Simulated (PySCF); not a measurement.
# 2-formyl-1-fluorobenzene: full NMR table

```yaml
Formula: C7H5FO
SMILES: O=Cc1ccccc1F
InChI: InChI=1S/C7H5FO/c8-7-4-2-1-3-6(7)5-9/h1-5H
Degrees_of_unsaturation: 5
Carbon_signals: 7
Proton_signals: 5
```

Structure with atom numbers: `[O:1]=[CH:2][c:3]1[cH:4][cH:5][cH:6][cH:7][c:8]1[F:9]`. Hydrogens are named by the atom that carries them.

PySCF 2.14 calculation with geometry from PBE0-D3(BJ)/def2-TZVP and NMR shieldings at B97-2/pcSseg-2/GIAO; no relativistic terms, one computed conformer, isolated molecule.

δ = σ(ref) − σ, references computed at the same level: ¹H (31.64 ppm), ¹³C (185.38 ppm) vs TMS; ¹⁹F (175.98 ppm) against CFCl3; ¹⁷O (327.66 ppm) against H2O.

| carbon | δC, type | δH (multiplicity) | HMBC from (2–3 bonds) | span of the C tensor (ppm) |
| --- | --- | --- | --- | --- |
| C2 | 192.4, CH | 10.84 (m) | H(C4) | 197 |
| C3 | 130.2, C | – | H(C2), H(C4), H(C5), H(C7) | 168 |
| C4 | 136.8, CH | 8.43 (m) | H(C2), H(C6), H(C5) | 238 |
| C5 | 130.0, CH | 7.47 (m) | H(C4), H(C6), H(C7) | 229 |
| C6 | 143.4, CH | 7.81 (m) | H(C4), H(C5), H(C7) | 241 |
| C7 | 122.1, CH | 7.35 (m) | H(C6), H(C5) | 189 |
| C8 | 176.6, C | – | H(C2), H(C4), H(C6), H(C7) | 148 |

Other nuclei:
```tsv
atoms	nucleus	environment	δ (ppm)	σ (ppm)
F9	¹⁹F	aryl fluorine	-127.6	303.6
O1	¹⁷O	aldehyde oxygen	636.9	-309.3
```

Carbon types of the structure: 2 × C, 5 × CH, which accounts for all hydrogens. δC 192.4: aldehyde carbonyl carbon; the double bond to the heteroatom, with no lone-pair donor beside it, deshields it most. δC 176.6: aromatic carbon bearing fluorine; an ipso carbon deshielded by its heteroatom. δC 143.4, 136.8, 130.0, 122.1: aromatic CH. δC 130.2: substituted aromatic carbon. δH 10.84: hydrogen on an aldehyde carbonyl carbon; the C=O anisotropy and electron withdrawal place aldehyde protons far downfield.

Splittings by ¹⁹F in the carbon and heteronuclear signals aren't shown, as no couplings were computed. Shifts are as computed. Against solution values, carbons near 30 ppm lie about +3 ppm off and those near 130 ppm about +7 ppm. Of 1309 compounds with measured shifts, 239 miss one by over three times the rms of a fit or turn the order of signals round; such compounds aren't used in these exercises. Unscaled 19F shifts against computed CFCl3 carry errors that often reach 10 to 50 ppm. Unscaled 17O shifts of doubly bonded oxygen tend to come out too high, by tens of ppm or more. Experimental scales use liquid or dissolved standards, which lie at an offset from isolated H2O (liquid H2O: subtract about 36 ppm). Multiplicities follow the n + 1 count of equivalent neighbours, as no J values were calculated; m marks all less simple cases, F and P coupling included.
